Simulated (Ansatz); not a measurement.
A run for Ansatz (a first-principles code): U-CCSD(T)/cc-pV(D+d)Z on F2H2Si (SMILES F[SiH2]F), a point of a bond scan (R = 2.785 Å). Files ending in .json are basis or fitting sets from the Basis Set Exchange.

Ansatz 0.2 input:
```yaml
crystal:
  periodic: [false, false, false]
  atoms:
    - {symbol: Si, position_ang: [0.22395286, -0.14590633, 0.36051960]}
    - {symbol: F, position_ang: [-1.73450679, -1.55459112, -1.03171509]}
    - {symbol: F, position_ang: [0.40909919, 1.26754447, -0.34742940]}
    - {symbol: H, position_ang: [1.48976880, -0.88621093, 0.26168676]}
    - {symbol: H, position_ang: [-0.25049912, 0.07882097, 1.73329117]}
basis:
  gaussian:
    orbitals: cc-pV_D+d_Z.json
correlation: {method: ccsd_t, electrons: outside_noble_gas}
scf: {omitted_lower_state_checks: [cluster_reference]}
magnetization: {spin_polarized: true, initial_magnetization: 0}
```

The log:

```
WARN ansatz: RAYON_NUM_THREADS=2 ignored (pool sized by the plan → 2); use --threads N
Functional definition: HF
these checks for a lower state are left out or cut short: cluster_reference
integrals: 0.05 GiB planned
602 factors; integrals over basis functions are off by at most 9.5e-4 eV
mean field: 0.14 GiB planned
mean field evaluation 1: about -13298.9446 eV, gradient 3.2e1 eV
mean field evaluation 2: about -13298.9459 eV, gradient 3.2e1 eV
mean field evaluation 4: about -13303.4276 eV, gradient 2.7e0 eV
mean field evaluation 8: about -13303.4962 eV, gradient 2.0e-1 eV
mean field evaluation 16: about -13304.5393 eV, gradient 2.0e-1 eV
mean field evaluation 32: about -13304.4678 eV, gradient 2.5e0 eV
mean field evaluation 64: about -13304.5379 eV, gradient 1.9e-6 eV
mean field evaluation 96: about -13303.8838 eV, gradient 7.1e-1 eV
mean field evaluation 128: about -13303.4255 eV, gradient 2.7e0 eV
mean field -13304.53788579 eV, -488.9327491631 hartree, gradient 3.0e-6 eV, S^2 0.826612; 15 other end points of the search recorded, 0 dependent functions left out
7 core orbitals not correlated
reference -13304.53788579 eV, -488.9327491631 hartree; 10, 10 occupied and 44, 44 virtual orbitals, 602 factors
second order -11.60532784 eV of doubles, -0.00000000 eV of singles
coupled cluster: 0.19 GiB planned
cycle   1  -12.04947791 eV  change   -4.4e-1 eV  update   1.0e-1
cycle   2  -12.43652816 eV  change   -3.9e-1 eV  update   4.6e-2
cycle   3  -12.59229904 eV  change   -1.6e-1 eV  update   4.5e-2
cycle   4  -12.70186583 eV  change   -1.1e-1 eV  update   3.5e-2
cycle   5  -12.78575005 eV  change   -8.4e-2 eV  update   2.2e-2
cycle   6  -12.82292252 eV  change   -3.7e-2 eV  update   1.3e-2
cycle   7  -12.87940020 eV  change   -5.6e-2 eV  update   9.4e-3
cycle   8  -12.90839905 eV  change   -2.9e-2 eV  update   6.2e-3
cycle   9  -12.92443573 eV  change   -1.6e-2 eV  update   2.7e-3
cycle  10  -12.92795576 eV  change   -3.5e-3 eV  update   1.1e-3
cycle  11  -12.92725916 eV  change    7.0e-4 eV  update   4.9e-4
cycle  12  -12.92861221 eV  change   -1.4e-3 eV  update   2.3e-4
cycle  13  -12.92842437 eV  change    1.9e-4 eV  update   1.1e-4
cycle  14  -12.92829070 eV  change    1.3e-4 eV  update   5.7e-5
cycle  15  -12.92834051 eV  change   -5.0e-5 eV  update   2.8e-5
cycle  16  -12.92829849 eV  change    4.2e-5 eV  update   1.5e-5
cycle  17  -12.92829717 eV  change    1.3e-6 eV  update   8.8e-6
coupled cluster: 0.19 GiB planned
perturbative correction -0.29190502 eV, -0.0107273116 hartree
Total energy: -13317.75808797 eV, -489.4185826324 hartree
Checks for a lower state left out: cluster_reference
```

The run converged. Its determinant has ⟨S²⟩ = 0.83, a mixture of spin states.

Cost: around 5 core-seconds (rough).
